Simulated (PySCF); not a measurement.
**Mayer bond orders and bond lengths**

Species: C3H10BNO2.
Atom-mapped SMILES: `[CH3:1][O:2][B:3]([CH2:4][NH2:5])[O:6][CH3:7]` (hydrogens: H8, H9, H10 on C1; H11, H12 on C4; H13, H14 on N5; H15, H16, H17 on C7)

Cartesian coordinates in Å at the PBE0-D3(BJ)/def2-SVP level; atoms count from 1:
```xyz
17
C3H10BNO2 angstrom
C     -0.4489    1.8590    0.8341
O     -0.8940    0.6029    0.3813
B     -0.0991   -0.2918   -0.2617
C      1.4593   -0.1027   -0.5194
N      2.2077    0.2254    0.6905
O     -0.6679   -1.4311   -0.7420
C     -2.0431   -1.6944   -0.6366
H     -0.5837    2.6196    0.0460
H     -1.0647    2.1554    1.6967
H      0.6110    1.8215    1.1308
H      1.8347   -0.9885   -1.0704
H      1.5564    0.7471   -1.2225
H      2.1734   -0.5487    1.3505
H      3.1926    0.3722    0.4804
H     -2.5385   -1.0209    0.0787
H     -2.1833   -2.7367   -0.3105
H     -2.5253   -1.5784   -1.6214
```

Bond orders from the PBE0/pcSseg-1 density (PySCF). Geometry: PBE0-D3(BJ)/def2-SVP, one conformer, isolated molecule.

**Question.** Where do the orders between heavy atoms depart from those drawn in the SMILES?

**Answer.** The largest departure is 0.196, at B3–O6 (drawn single, 1.196). Drawn single, order above 1.12: O2–B3 (1.173) and B3–O6 (1.196).

**Question.** Give the Mayer order of every bond, beside its length.

**Answer.** 
```
  bond  drawn as  length (Å)  Mayer order
 C1–O2    single       1.407        0.884
 O2–B3    single       1.359        1.173
 B3–C4    single       1.591        0.942
 C4–N5    single       1.460        1.000
 B3–O6    single       1.361        1.196
 O6–C7    single       1.404        0.889
 C1–H8    single       1.104        0.967
 C1–H9    single       1.100        0.975
C1–H10    single       1.101        0.943
C4–H11    single       1.109        0.952
C4–H12    single       1.107        0.940
N5–H13    single       1.018        0.957
N5–H14    single       1.018        0.956
C7–H15    single       1.100        0.957
C7–H16    single       1.101        0.972
C7–H17    single       1.103        0.968
```

Bonds between the same two heavy elements. C–O: all 2 within 0.02 of one another (0.884 to 0.889). B–O: lowest O2–B3 (1.173, 1.359 Å), highest B3–O6 (1.196, 1.361 Å).

**Question.** Sum the orders of all bonds at each heavy atom with more than one neighbour and set the sums beside the valence in the SMILES.

**Answer.** C1 3.769 (drawn 4), O2 2.057 (drawn 2), B3 3.311 (drawn 3), C4 3.834 (drawn 4), N5 2.913 (drawn 3), O6 2.085 (drawn 2), C7 3.786 (drawn 4). Orders between atoms that aren't bonded are not in these sums.

Mayer orders depend on the basis set.

These values come from a run that also computed NMR shieldings. Time: 36 s (grids of density and orbitals included); peak memory 0.76 GiB. Hardware: one thread of an Arm Neoverse V1, on a shared host.
